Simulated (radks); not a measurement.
Results of a calculation; reference values are marked as such.
Task: All-electron atom: Cl- in [Ar]. Code: a radial shooting solver on a logarithmic mesh with Libxc functionals. Model: scalar-relativistic Kohn-Sham, LDA (Slater exchange, Perdew-Wang correlation), spin-polarised, spherical densities, point nucleus; Watson sphere of charge +1 and radius 2.65 bohr. Some entries of the table are withheld. Estimate them.

orbital,occ.,eigenvalue (Ry),<r> (bohr),<1/r> (bohr^-1)
1s,2,-201.3370,(1),16.63
2s,2,-18.32852,0.4461,3.295
2p,6,(2),0.4080,(3)
3s,2,-1.44467,1.576,0.8828
3p,6,(4),1.943,0.7109

Result: 
(1) 1s <r> (bohr): 0.09121
(2) 2p eigenvalue (Ry): -13.90930
(3) 2p <1/r> (bohr^-1): 3.201
(4) 3p eigenvalue (Ry): -0.59640
